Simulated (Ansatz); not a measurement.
A search over several starts for the lowest SCF solution of ReBrO3⁺, that is ReO3Br with one electron fewer at the given spin, in a small basis.

```yaml
crystal:
  periodic: [false, false, false]
  atoms:
    - {symbol: Re, position_ang: [0.063333, 0.109372, 0.045473]}
    - {symbol: O, position_ang: [0.078770, 0.100801, 1.736721]}
    - {symbol: O, position_ang: [1.655898, 0.127015, -0.523783]}
    - {symbol: O, position_ang: [-0.734443, 1.499355, -0.495015]}
    - {symbol: Br, position_ang: [-1.063558, -1.836533, -0.763396]}
basis:
  gaussian: {orbitals: def2-SVP}
total_charge: 1
magnetization: {spin_polarized: true, initial_magnetization: 1}
hamiltonian: {xc: pbe0, dispersion: d4}
output: {orbitals: {seedname: orbitals}}
```

```sh
$ ansatz run in.yaml --threads 4 --pin off --events-out ev --progress --plain --max-ram 3916MiB
```

Output, abridged:

```
Functional definition: PBE0
998 factors; integrals over basis functions are off by at most 1.0e-3 eV
mean field evaluation 1: about -78249.9366 eV, gradient 8.7e1 eV
mean field evaluation 2: about -77937.6421 eV, gradient 2.6e2 eV
mean field evaluation 4: about -78266.1572 eV, gradient 5.6e1 eV
mean field evaluation 8: about -78280.6196 eV, gradient 4.5e0 eV
mean field evaluation 16: about -78280.9666 eV, gradient 3.4e-1 eV
mean field evaluation 32: about -78280.9799 eV, gradient 9.5e-6 eV
mean field -78280.97993197 eV, -2876.7729517461 hartree, gradient 9.5e-6 eV, S^2 0.801566; 6 other end points of the search recorded, 0 dependent functions left out
reference -78280.97997176 eV, -2876.7729532082 hartree; 37, 36 occupied and 69, 70 virtual orbitals, 998 factors
Total energy: -78281.11496666 eV, -2876.7779141794 hartree
```

Run time 9 s (4 threads of Arm Neoverse V2 on a shared host).

In the def2 sets Re takes a core potential; there is no spin–orbit coupling.
